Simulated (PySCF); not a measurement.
Al(OH)(NH2)2, H₅AlN₂O, SMILES [NH2][Al]([NH2])[OH] at its PBE0/def2-SVP optimised geometry (Å):

```
9

Al    -0.2352     0.0986     0.0000
O     -1.0700     1.5430     0.0000
H     -1.5446     2.3597    -0.0007
N     -1.1194    -1.4365     0.0000
H     -2.1291    -1.5104    -0.0029
H     -0.7040    -2.3597     0.0012
N      1.5363     0.0986     0.0000
H      2.1291    -0.7220    -0.0006
H      2.1050     0.9363     0.0024
```

Calculation: PySCF with PBE0/def2-TZVP.

Map of the Laplacian of the electron density (e/bohr⁵) on the plane z = 1.2 Å:

```
|00000000000000000000000000000|
|00000000000000000000000000000|
|00000000000000000000000000000|
|00000000000000000000000000000|
|00000000000000000000000000000|
|00000000000000000000000000000|
|00000000112210000000000000000|
|00000000235432100000000000000|
|00000001257863100000000000000|
|00000001369974210000000000000|
|00000001358974211112210000000|
|00000000246653212234321000000|
|00000000123332222456532000000|
|00000000012222223578642100000|
|00000000011222223578742100000|
|00000000122222223467642100000|
|00000001234332222344431000000|
|00000001356643211222211000000|
|00000012468764210011100000000|
|00000012467864210000000000000|
|00000001346653100000000000000|
|00000001234432100000000000000|
|00000000012221000000000000000|
|00000000000110000000000000000|
|00000000000000000000000000000|
|00000000000000000000000000000|
|00000000000000000000000000000|
|00000000000000000000000000000|
|00000000000000000000000000000|
```
Scale: ten equal steps from 0.000 (start of '0') to 0.058 (end of '9'), in the order '0123456789'; x runs from -4.50 to 4.50, y from -4.50 (bottom) to 4.50 (top).
